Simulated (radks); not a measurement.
Results of a calculation; reference values are marked as such.
Fractional charge and spin in the 5p shell of gold: the spin-up occupation runs from 2 to 3 and the spin-down occupation from 2 to 3; the fullest corner is Au2+, [Kr] 4d10 4f14 5s2 5d(up 4.5, down 4.5) 5p(up 3, down 3). Level of theory: scalar-relativistic Kohn-Sham, PBE, spin-polarised, spherical densities, point nucleus (a radial shooting solver on a logarithmic mesh with Libxc functionals). Energy (eV) above the fullest corner. The planes named below are the two flat planes that join the four corners, with an edge along up + down = one added electron.

down \ up,2,2.5,3
2,195.029,139.874,88.918
2.5,139.874,89.159,42.506
3,88.918,42.506,0.000

Corners above the fullest one (they belong to Au3+ and the next ion): (up 3, down 2) 88.918 eV, (up 2, down 3) 88.918 eV, (up 2, down 2) 195.03 eV. With half an added electron in each spin the energy lies 0.241 eV from the planes, and with half an added electron in spin up alone -2.100 eV. The planes are only a guide here: the flat-plane condition holds for ground states with one frontier orbital, while this shell lies below other occupied shells, so the corners above the fullest one are inner-hole states and not the ground states of those ions.
